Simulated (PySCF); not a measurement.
## Bond curve of LaH

Set-up: La x2c-TZVPPall, H x2c-TZVPPall; spin-free X2C with a Gaussian nucleus (PySCF 2.14). Energies in eV from La (5d1 6s2) + H in their ground configurations at the same level. State: triplet, about 0.0 electrons in the 4f shell (Mulliken).

All columns are LDA. A positive dipole means La(−)H(+).

| R (Å) | E (eV) | μ (D) | Mulliken charge on La (basis-dependent) | HOMO (eV) | LUMO (eV) | Mayer bond order | ⟨S²⟩ |
| --- | --- | --- | --- | --- | --- | --- | --- |
| 1.786 | -2.696 | -2.20 | 0.19 | -2.67 | -2.51 | 1.01 | 2.00 |
| 1.869 | -2.901 | -2.44 | 0.19 | -2.73 | -2.54 | 1.00 | 2.00 |
| 1.952 | -3.018 | -2.68 | 0.20 | -2.79 | -2.58 | 0.99 | 2.00 |
| 2.015 | -3.060 | -2.86 | 0.20 | -2.84 | -2.62 | 0.98 | 2.00 |
| 2.077 | -3.069 | -3.04 | 0.20 | -2.88 | -2.65 | 0.98 | 2.00 |
| 2.139 | -3.053 | -3.22 | 0.20 | -2.92 | -2.69 | 0.97 | 2.00 |
| 2.222 | -2.997 | -3.45 | 0.20 | -2.98 | -2.74 | 0.97 | 2.00 |
| 2.326 | -2.888 | -3.74 | 0.20 | -3.06 | -2.81 | 0.96 | 2.00 |
| 2.451 | -2.717 | -4.08 | 0.20 | -3.14 | -2.89 | 0.96 | 2.00 |
| 2.617 | -2.449 | -4.50 | 0.20 | -3.25 | -3.00 | 0.96 | 2.00 |

A fit through these points gives, at Re = 2.067 Å, μ = -3.01 D and dμ/dR = -2.87 D/Å; the reduced mass is 1.001 u.

Q: How strong is the fundamental in the double-harmonic approximation, I = 42.26·(dμ/dR)²/μred km/mol?

A: I = 42.26·(-2.87)²/1.001 = 348 km/mol at LDA.

These are scalar-relativistic numbers at best; spin–orbit coupling would shift them, the dissociation energy most. The state is the lowest single determinant that the PBE0 search found; with open d or f shells the true ground state can be another one.
